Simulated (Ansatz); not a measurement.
Ansatz (an electronic-structure program) input (wB97X-V/def2-TZVPD):

Ansatz 0.2 input:
```yaml
crystal:
  periodic: [false, false, false]
  atoms:
    - {symbol: C, position_ang: [2.32159805, -0.03454070, 0.09807729]}
    - {symbol: C, position_ang: [0.87362293, -0.46216527, -0.15040261]}
    - {symbol: C, position_ang: [-0.11241875, 0.71583203, -0.32038721]}
    - {symbol: C, position_ang: [-1.59310634, 0.40387410, -0.46147169]}
    - {symbol: F, position_ang: [-1.88155553, -0.46186922, 0.75918982]}
    - {symbol: H, position_ang: [2.70238919, 0.56737784, -0.73486268]}
    - {symbol: H, position_ang: [2.39299036, 0.58355098, 0.99900753]}
    - {symbol: H, position_ang: [3.00061371, -0.88610845, 0.22752331]}
    - {symbol: H, position_ang: [0.51747517, -1.07625004, 0.68078989]}
    - {symbol: H, position_ang: [0.82192335, -1.09160588, -1.04713097]}
    - {symbol: H, position_ang: [0.04589195, 1.39775941, 0.53208259]}
    - {symbol: H, position_ang: [0.17414098, 1.28689817, -1.21800702]}
    - {symbol: H, position_ang: [-1.65960015, -0.36279991, -1.26700568]}
basis:
  gaussian:
    orbitals: def2-TZVPD
hamiltonian:
  xc: {name: wB97X-V}
total_charge: -1
output: {forces: true}
```

End of the output:

```
Total energy: -6994.54846067 eV, -257.0449148544 hartree
Atom 0 at     2.321598    -0.034541     0.098077 Å, force    -0.065391     0.029127    -0.025696 eV/Å
Atom 1 at     0.873623    -0.462165    -0.150403 Å, force    -0.111598     0.058310    -0.027397 eV/Å
Atom 2 at    -0.112419     0.715832    -0.320387 Å, force     0.214637     0.002641     0.091141 eV/Å
Atom 3 at    -1.593106     0.403874    -0.461472 Å, force    -0.046630    -0.190099     0.133514 eV/Å
Atom 4 at    -1.881556    -0.461869     0.759190 Å, force     0.033455     0.126500    -0.186548 eV/Å
Atom 5 at     2.702389     0.567378    -0.734863 Å, force     0.015808     0.040196    -0.055577 eV/Å
Atom 6 at     2.392990     0.583551     0.999008 Å, force    -0.006711     0.039679     0.062241 eV/Å
Atom 7 at     3.000614    -0.886108     0.227523 Å, force    -0.003583    -0.051564    -0.001397 eV/Å
Atom 8 at     0.517475    -1.076250     0.680790 Å, force    -0.011883    -0.063147     0.071906 eV/Å
Atom 9 at     0.821923    -1.091606    -1.047131 Å, force     0.005467    -0.060552    -0.068145 eV/Å
Atom 10 at     0.045892     1.397759     0.532083 Å, force    -0.013192     0.039404     0.023341 eV/Å
Atom 11 at     0.174141     1.286898    -1.218007 Å, force     0.003582     0.042066    -0.048129 eV/Å
Atom 12 at    -1.659600    -0.362800    -1.267006 Å, force    -0.013962    -0.012561     0.030747 eV/Å
Dipole moment:     1.534582    -0.353847     0.047990 e Å
```

It need not be the lowest isomer of its formula. Whether it binds its extra electron was not tested at this geometry.
